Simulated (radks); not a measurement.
All-electron atom: Pm+ in [Xe] 4f5 6s1. All-electron calculation, Dirac Kohn-Sham, BLYP, spin-unpolarised, spherical densities, point nucleus; open shells are shared between the two j in proportion to 2j + 1. Program: a radial shooting solver on a logarithmic mesh with Libxc functionals. Some entries of the table are withheld. Estimate them.

orbital     occ.  eigenvalue (Ry)  r(max) (bohr)  <r^2> (bohr^2)
1s1/2          2        -3306.904        0.01478       0.0007315
2s1/2          2        -537.7715        0.08395         0.01150
2p1/2          2        -509.2847        0.06369             (1)
2p3/2          4        -468.0906        0.06923             (2)
3s1/2          2        -117.5837         0.2388         0.07747
3p1/2          2        -105.3745         0.2258         0.07256
3p3/2          4        -97.09263         0.2376         0.07984
3d3/2          4        -75.87500            (3)         0.06448
3d5/2          6        -74.08001            (4)         0.06653
4s1/2          2        -23.70853         0.5522          0.3969
4p1/2          2        -19.06567         0.5588          0.4209
4p3/2          4        -17.25573         0.5841          0.4613
4d3/2          4         -9.62269         0.5978          0.5411
4d5/2          6         -9.30116         0.6061          0.5574
5s1/2          2         -3.50407          1.289           2.335
5p1/2          2         -2.26375          1.412           3.013
5p3/2          4         -2.02204          1.488           3.375
6s1/2          1         -0.61274          3.467           17.48
4f5/2    2.14286         -0.60486         0.6338           1.513
4f7/2    2.85714         -0.57024         0.6390           1.582

Answer. 
(1) 2p1/2 <r^2> (bohr^2): 0.008388
(2) 2p3/2 <r^2> (bohr^2): 0.009635
(3) 3d3/2 r(max) (bohr): 0.1898
(4) 3d5/2 r(max) (bohr): 0.1931
